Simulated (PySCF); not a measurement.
A calculated (UHF, PySCF 2.14, jorge-DZP-DKH, the spin-free X2C one-electron Hamiltonian (Gaussian nucleus)) atom or ion has these occupied shells.

```tsv
shell	electrons	orbital energy (eV)	rms radius, mean of both spins (bohr)
1s α	1	-563.82	0.230
1s β	1	-561.68	0.230
2s α	1	-38.461	1.26
2s β	1	-29.251	1.26
2p α	3	-18.288	1.40
2p β	1	-14.050	1.40
```

Question: Name the element and its charge.

Answer: O (oxygen, neutral), in [He] 2s2 2p4, high-spin 3P determinant.
